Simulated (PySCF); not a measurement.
Vertical excitations of a molecule C3H12Si3 from PySCF 2.14.0 with TDA-B3LYP/def2-SVPD, as energy in eV (oscillator strength): 7.21 (0.009), 7.21 (0.009), 7.36 (0.000), 7.51 (0.032), 7.51 (0.032), 7.54 (0.000). Lowest triplet (TDA): 6.94 eV. Geometry optimised at PBE0-D3(BJ)/def2-SVP. Other conformers were not sampled.

Question: Which molecule gave these data?
(A) C[Si@H]1[SiH2]C[C@@H]1[SiH3]
(B) C/C(=C\[SiH3])[SiH2][SiH3]
(C) C[Si]1([SiH3])C[SiH2]C1
(D) C1[SiH2]C[SiH2]C[SiH2]1

Answer: D, C1[SiH2]C[SiH2]C[SiH2]1
